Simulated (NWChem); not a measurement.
A series in which one site is exchanged, each optimised at PBE0/def2-SVP with NWChem, gas phase unless a solvent is named. All stand in one matching conformer (torsions within 35°), which need not be the lowest. For some, no frequency run checked for a minimum. def2 effective core potentials on In; no spin-orbit coupling.

A: [SH][InH][SH] (InH3S2; site = In)
B: [SH][GaH][SH] (GaH₃S₂; site = Ga)
C: SBS (BH3S2; site = B)
D: [AlH]([SH])[SH] (AlH$_{3}$S$_{2}$; site = Al)

```json
[
 {"quantity": "dipole (D), PBE0/def2-SVP", "A": "2.79", "B": "2.31", "C": "1.67", "D": "?"},
 {"quantity": "orbital gap (eV), PBE0/def2-SVP", "A": "5.87", "B": "6.33", "C": "6.70", "D": "?"},
 {"quantity": "static polarisability, B3LYP/def2-SVPD (bohr³)", "A": "86.2", "B": "75.6", "C": "59.4", "D": "?"}
]
```

Q: What belongs in the gaps?

A: 
- dipole (D), PBE0/def2-SVP, D: 2.12
- orbital gap (eV), PBE0/def2-SVP, D: 6.54
- static polarisability, B3LYP/def2-SVPD (bohr³), D: 72.7
